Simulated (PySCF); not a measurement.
Vertical excitations of a molecule C4H5ClSi from TDDFT-LC-ωPBE/def2-SVPD in PySCF 2.14.0, as energy in eV (oscillator strength): 5.41 (0.000), 5.51 (0.276), 6.24 (0.001), 6.61 (0.000), 7.26 (0.191), 7.47 (0.005), 7.94 (0.133), 7.99 (0.001), 8.14 (0.020), 8.24 (0.003). Lowest triplet (TDA): 3.12 eV. The structure is a stationary point at TPSSh-D3(BJ)/def2-SVP. One conformer was computed; it need not be the lowest.

Task: Identify the compound among the candidates.
A) C#C/C(Cl)=C\[SiH3]
B) C=C(Cl)C#C[SiH3]
C) C#C/C=C\[SiH2]Cl
D) C#CC(=C)[SiH2]Cl

Result: C, C#C/C=C\[SiH2]Cl
